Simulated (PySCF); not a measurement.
Method: M06-2X/def2-TZVP (PySCF 2.14.0). Gas-phase values, no solvent. One relaxed conformer stands for a flexible species; it need not be the lowest. Excitations are Tamm–Dancoff values on a coarser integration grid. The basis has no diffuse functions, so Rydberg states are missing or too high.

Reference species (SMILES): `BCC#N` (neutral, multiplicity 1).

```yaml
HOMO: -10.57 eV
S1 excitation (TDA): 5.79 eV
```

Changed species: `BO[SiH3]` (X = siloxy; the reference has X = cyanomethyl).

Task: What does the change do to the HOMO and S1 excitation (TDA)?

Result: the HOMO goes up by 0.67 eV, to -9.90 eV; the S1 excitation (TDA) increases by 0.15 eV, to 5.94 eV.
